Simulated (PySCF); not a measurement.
Method: ωB97X-D3(BJ)/def2-TZVP // PBE0-D3(BJ)/def2-TZVP (PySCF 2.14.0). All species are isolated molecules in the gas phase. Excitations are Tamm–Dancoff values on a coarser integration grid. The basis has no diffuse functions, so Rydberg states are missing or too high.

Reference species (SMILES): `[Cl][Sn]([Cl])([Cl])[Cl]` (neutral, multiplicity 1).

* **LUMO**: -1.11 eV
* **S1 excitation (TDA)**: 5.96 eV
* **S1 oscillator strength**: 0.000

Changed species: `[Sn]([Cl])([Cl])([F])[Cl]` (3 of 4 F replaced by Cl; the reference has 4 of 4 F replaced by Cl).

Question: Give the shifts of the LUMO, S1 excitation (TDA) and S1 oscillator strength.

Answer: the LUMO rises by 0.02 eV, to -1.09 eV; the S1 excitation (TDA) rises by 0.06 eV, to 6.02 eV; the S1 oscillator strength hardly moves.
